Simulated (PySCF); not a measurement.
# How methods differ on the ionisation energy of Ir

Ir [Xe] 4f14 5d7 6s2 (4F) → Ir⁺ [Xe] 4f14 5d7 6s1 (5F), as a difference of total energies. Calculation: PySCF 2.14, in x2c-TZVPPall with one added diffuse shell each of s, p, d, f type (12s8p8d4f1g, 113 functions); the spin-free X2C one-electron Hamiltonian (Gaussian nucleus). Correlated levels: valence: [Xe] 4f14 frozen; valence and next inner shell: [Kr] 4d10 4f14 frozen. The calculations carry no spin-orbit coupling.

Order these methods by the ionisation energy they give, lowest first.
A. SCS-MP2 (valence and next inner shell)
B. BP86
C. PBE
D. UHF

D (7.061 eV), A (8.896 eV), C (9.027 eV), B (9.202 eV).

Errors of the correlated levels include the incompleteness of this basis and the frozen core.

For comparison: 8.926 eV (measured; NIST levels, between the centres of gravity of the two terms).
